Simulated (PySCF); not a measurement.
Two species compared at the same levels of theory.

First species: 4-chlorobenzonitrile, C7H4ClN.
SMILES: `N#CC1=CC=C(Cl)C=C1`

Second species: Methylfluoroisocyanate silane, C₂H₄FNOSi.
SMILES: `N(=C=O)[Si@@H](C)F`

Levels: B97-2/pcSseg-2 for dipole moment, HOMO energy, LUMO energy and HOMO–LUMO gap; PBE0-D3(BJ)/def2-TZVP for rotational constant A and rotational constant C. Geometries: PBE0-D3(BJ)/def2-TZVP. Each species is one conformer at its optimised geometry, gas phase, non-relativistic unless stated; the electronic structure was computed with PySCF and density fitting.

Values for the first species:

```
Dipole moment         : 3.20 D
HOMO energy           : -7.47 eV
LUMO energy           : -1.90 eV
HOMO–LUMO gap         : 5.57 eV
Rotational constant A : 5.710 GHz
Rotational constant C : 0.623 GHz
```

(1) Estimate the same properties for the second species, and the change in each.

Results:

(1) 
```
             property      first     second  second less first
        dipole moment     3.20 D     2.54 D            -0.66 D
          HOMO energy   -7.47 eV   -8.49 eV           -1.02 eV
          LUMO energy   -1.90 eV    0.11 eV           +2.01 eV
        HOMO–LUMO gap    5.57 eV    8.60 eV           +3.03 eV
rotational constant A  5.710 GHz  6.055 GHz         +0.345 GHz
rotational constant C  0.623 GHz  1.293 GHz         +0.670 GHz
```

On the first: Point group C2v permits a dipole; with 3.20 D the species has a pure rotational spectrum. In atomic units the dipole is 1.26 e·bohr (1 au = 2.5417 D). Geometry: PBE0-D3(BJ)/def2-TZVP; no solvent, vibrations or thermal averaging.

On the second: In atomic units the dipole is 1.00 e·bohr (1 au = 2.5417 D). Isolated species at its PBE0-D3(BJ)/def2-TZVP geometry, gas phase.
